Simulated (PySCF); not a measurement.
## Excitation energy of F by level of theory

F [He] 2s2 2p5 (2P) → F [He] 2s1 2p6 (2S), as a difference of total energies. All numbers are calculated (PySCF 2.14, no relativity, point nucleus, in dyall-av3z). Correlated levels: valence: 1s2 frozen; virtual orbitals above 40 to 60 times the deepest correlated orbital energy dropped. The calculations carry no spin-orbit coupling.

```json
{"method": "UHF", "excitation energy (cm⁻¹)": "192450"}
{"method": "LDA", "excitation energy (cm⁻¹)": "147120"}
{"method": "PBE", "excitation energy (cm⁻¹)": "152390"}
{"method": "PBE0", "excitation energy (cm⁻¹)": "162520"}
{"method": "r2SCAN", "excitation energy (cm⁻¹)": "166240"}
{"method": "MN15", "excitation energy (cm⁻¹)": "152490"}
{"method": "revPBE", "excitation energy (cm⁻¹)": "153510"}
{"method": "r2SCANh", "excitation energy (cm⁻¹)": "168470"}
{"method": "PW91", "excitation energy (cm⁻¹)": "152160"}
{"method": "MP2 (valence)", "excitation energy (cm⁻¹)": "176590"}
{"method": "SCS-MP2 (valence)", "excitation energy (cm⁻¹)": "175680"}
```

A first-order spin-orbit estimate (lowest level to lowest level, LS coupling) adds 0.017 eV.

The upper state lies above the first ionisation limit, where it may autoionise and the basis confines it.
